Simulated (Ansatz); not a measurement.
Isolated molecules relaxed with PBE0-D4/def2-TZVP in Ansatz; ΔE leaves out vibrations. CCSD(T)/CBS is the MP2 limit (def2-TZVPP, def2-QZVPP) plus CCSD(T) − MP2 in def2-TZVPP, frozen cores. This one scheme is used for every species. DFT in def2-TZVPP. B3LYP here is the variant with VWN-RPA as its local correlation; programs differ in this. HSE06 is defined as in plane-wave codes. One conformer a species, not always the lowest.

`N[SiH](N)F` + H₂ → `N[SiH2]N` + H–F  (hydrogenolysis of the Si–F bond)

| level | ΔE (kJ/mol) | difference from CCSD(T)/CBS |
| --- | --- | --- |
| LDA (SPW92) | 144.3 | -2.4 |
| PBE-D4 | 141.1 | -5.6 |
| revPBE-D4 | 141.4 | -5.3 |
| BLYP-D4 | 150.6 | 3.9 |
| r2SCAN-D4 | 155.7 | 9.0 |
| B97M-V | 153.7 | 7.0 |
| PBE0-D4 | 140.8 | -5.9 |
| B3LYP-D4 | 150.1 | 3.4 |
| r2SCAN0-D4 | 152.2 | 5.5 |
| HSE06-D4 | 140.4 | -6.3 |
| BHLYP-D4 | 152.2 | 5.5 |
| CAM-B3LYP-D4 | 152.9 | 6.2 |
| ωB97M-V | 150.9 | 4.2 |
| B2PLYP | 149.8 | 3.1 |
| PBE | 139.5 | -7.2 |
| revPBE | 136.4 | -10.3 |
| BLYP | 146.9 | 0.2 |
| r2SCAN | 155.3 | 8.6 |
| B3LYP | 147.4 | 0.7 |
| r2SCANh | 153.8 | 7.1 |
| r2SCAN0 | 151.8 | 5.1 |
| HSE06 | 139.1 | -7.6 |
| BHLYP | 150.2 | 3.5 |
| CAM-B3LYP | 151.5 | 4.8 |
| LC-ωPBE | 144.2 | -2.5 |
| RPA@PBE/def2-TZVPP | 142.7 | -4.0 |
| HF/def2-SVP | 134.4 | -12.3 |
| MP2/def2-SVP | 142.1 | -4.6 |
| CCSD/def2-SVP | 135.3 | -11.4 |
| CCSD(T)/def2-SVP | 136.1 | -10.6 |
| HF/def2-TZVPP | 148.2 | 1.5 |
| MP2/def2-TZVPP | 149.4 | 2.7 |
| SCS-MP2/def2-TZVPP | 148.4 | 1.7 |
| CCSD/def2-TZVPP | 144.8 | -1.9 |
| CCSD(T)/def2-TZVPP | 145.8 | -0.9 |
| MP2/def2-QZVPP | 150.5 | 3.8 |
| SCS-MP2/def2-QZVPP | 149.4 | 2.7 |
| HF/CBS(def2) | 150.0 | 3.3 |
| MP2/CBS(def2) | 150.4 | 3.7 |
| CCSD/CBS(def2) | 145.7 | -1.0 |
| CCSD(T)/CBS | 146.7 | 0 |

Largest T1 diagnostic among the species: 0.010.

From r2SCAN to r2SCAN0 (25 % exact exchange), in def2-TZVPP and without D4, ΔE moves by −3.5 kJ/mol. At CCSD(T), def2-SVP lies −10.6 kJ/mol from the extrapolated value and def2-TZVPP −0.9 kJ/mol. Leaving LDA and LC-ωPBE aside and taking each functional with its dispersion term where it has one, the values spread over 15.3 kJ/mol, from HSE06-D4 to r2SCAN-D4. LDA lies +4.9 kJ/mol from PBE without D4.
